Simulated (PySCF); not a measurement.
Li$_{2}$, charge +1, doublet, at a GFN2-xTB geometry (such geometries of metal compounds can be far from the true shape) (a state made from the parent by changing its charge; the spin is typed, not shown lowest). Base run: CAMB3LYP/6-311G** (PySCF).

Here is a job for PySCF.
```python
from pyscf import gto, scf, dft

mol = gto.M(
    atom='''
Li   -0.00000000   -0.00000000   -1.37032182
Li    0.00000000    0.00000000    1.37032182
''',
    basis='6-311g**',
    charge=1,
    spin=1,
    verbose=4,
)

mf = dft.UKS(mol)
mf.xc = 'camb3lyp'
mf.kernel()
```

The base run was repeated with changes; each row names its change, and settings that it needs were set with it.

```csv
change,ΔE vs base (µEh),grid points,electrons on the grid
base,0.0,27448,5.00000
grids.prune = dft.gen_grid.sg1_prune,0.3,12384,5.00000
grids.level = 4,0.1,54984,5.00000
grids.level = 7,0.1,166576,5.00000
grids.prune = dft.gen_grid.treutler_prune,0.0,24856,5.00000
"grids.atom_grid = (99, 590)",0.1,60736,5.00000
"grids.atom_grid = (50, 194)",0.5,12608,5.00000
grids.level = 0,-1440,2152,5.00101
"grids.atom_grid = (30, 110)",-8.3,4824,5.00001
"grids.atom_grid = (150, 974)",0.1,149400,5.00000
grids.level = 5,0.1,83152,5.00000
```

Open shells are given as the SCF converged; they aren't shown to be the lowest states, and a large step between rows can be another state.
